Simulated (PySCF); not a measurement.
Species: (F2B-mu-SH)2.
Bonds: B1–F2, B1–F3, B1–S4, B1–S8, S4–B5, B5–F6, B5–F7, B5–S8. Hydrogens: H9 on S4; H10 on S8.

Level of theory: PBE0-D3(BJ)/def2-SVP geometry optimisation, gas phase (PySCF).

Task: Give the optimised bond lengths and angles.

Result: 
```
                  bond  length (Å)
B1–F2 and 3 like bonds       1.341
B1–S4 and 3 like bonds       2.022
         S4–H9, S8–H10       1.351
```

Bonds in one row agree within 0.01 Å and their mean is given. A selection of angles:
```
    angle  degrees
 F2–B1–F3    118.4
 F2–B1–S4    111.3
 F3–B1–S4    108.4
 F3–B1–S8    108.7
 S4–B1–S8     97.0
 B1–S4–B5     82.3
 H9–S4–B1     96.0
 H9–S4–B5     95.7
H10–S8–B1     95.4
H10–S8–B5     95.8
```

Torsions: F2–B1–S4–B5 -124° (anticlinal); F2–B1–S8–B5 125° (anticlinal); B1–S4–B5–F6 -104° (anticlinal); S4–B5–S8–B1 -9° (synperiplanar).

All 4 B–S bonds measure 2.020 to 2.023 Å. B1 (boron bonded to 2 F and 2 S) is distorted tetrahedral (angles from 97.0° to 118.4°). S4 (sulfur bonded to 2 B and H) is pyramidal (angles 96.0°, 95.7° and 82.3°, sum 274.0°, 0.94 Å off the plane of its three neighbours).

Point group: C2v (tolerance 0.08 Å). Not checked by PBE0-D3(BJ)/def2-SVP frequencies. The numbers are those of one conformer.
